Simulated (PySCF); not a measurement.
This PySCF input asks for the NMR shieldings of SMILES CC[C@H](C)OB1NCCN1, C$_{6}$H$_{15}$BN$_{2}$O; the geometry comes from GFN2-xTB.

```python
import basis_set_exchange as bse
import numpy as np
from pyscf import gto, dft
from pyscf.prop import nmr

atoms = """
C    -1.783159    1.299907    1.427337
C    -2.409336    0.171085    0.617688
C    -1.466779   -0.351457   -0.476925
C    -2.178604   -1.366603   -1.373343
O    -0.356429   -0.985897    0.119356
B     0.892650   -0.454664    0.153270
N     1.412352    0.732453   -0.432098
C     2.804165    0.931105   -0.089327
C     3.219889   -0.381688    0.607427
N     1.971251   -1.075798    0.829777
H    -0.838222    0.972007    1.853841
H    -1.594090    2.166433    0.796350
H    -2.446793    1.600014    2.235291
H    -3.334013    0.516665    0.150927
H    -2.650112   -0.662449    1.280011
H    -1.134079    0.495562   -1.094607
H    -1.490473   -1.738339   -2.128082
H    -3.030644   -0.906241   -1.866800
H    -2.520716   -2.207137   -0.775283
H     0.936627    1.510232   -0.850799
H     3.411375    1.118133   -0.983865
H     2.927168    1.788920    0.587356
H     3.893999   -0.965740   -0.035871
H     3.740422   -0.186221    1.553118
H     2.012614   -1.996138    1.225155
"""
names = dict.fromkeys(["C", "O", "B", "N", "H"], "pcSseg-1")
basis = {el: gto.basis.parse(bse.get_basis(n, elements=[el], fmt="nwchem")) for el, n in names.items()}
mol = gto.M(atom=atoms, basis=basis, charge=0, verbose=0)
mf = dft.RKS(mol, xc="PBE0")
mf.grids.level = 2
mf.grids.alignment = dft.numint.BLKSIZE   # the property module wants whole blocks of grid points
mf.conv_tol = 1e-9
mf.kernel()

calc = nmr.RKS(mf)   # GIAO
C = mf.mo_coeff
Co = C[:, mf.mo_occ > 0]
resp = mf.gen_response(singlet=True, hermi=2)
def vind(x):   # induced exchange potential for any number of trial vectors
    d = np.einsum("pi,xij,qj->xpq", C, 2 * x.reshape(-1, C.shape[1], Co.shape[1]), Co, optimize=True)
    return np.einsum("xpq,pi,qj->xij", resp(d - d.transpose(0, 2, 1)), C, Co, optimize=True).ravel()
mo1, _ = nmr.rhf.solve_mo1(calc, with_cphf=vind)
sigma = calc.kernel(mo1)
for i, s in enumerate(sigma):   # ppm
    print("%2d %-2s %9.2f" % (i, mol.atom_pure_symbol(i), np.trace(s) / 3))
```

**Question.** What are the results?

**Answer.** 
```
 0 C     172.82
 1 C     150.13
 2 C     110.33
 3 C     160.15
 4 O     234.66
 5 B      78.27
 6 N     214.54
 7 C     139.96
 8 C     141.05
 9 N     211.18
10 H      30.33
11 H      31.10
12 H      30.64
13 H      30.40
14 H      30.30
15 H      28.23
16 H      30.30
17 H      30.78
18 H      30.37
19 H      30.54
20 H      28.13
21 H      28.04
22 H      28.10
23 H      28.15
24 H      30.40
```

These numbers come from an equivalent density-fitted implementation of the same equations, which agrees with the script to about 0.01 ppm for H and up to a few tenths of a ppm for heavy atoms, so last digits may differ.

Size and cost of the density-fitted run: 245 basis functions, 84 s wall time on 1 thread of an Arm Neoverse V2, shared host; peak memory 1.1 GiB.
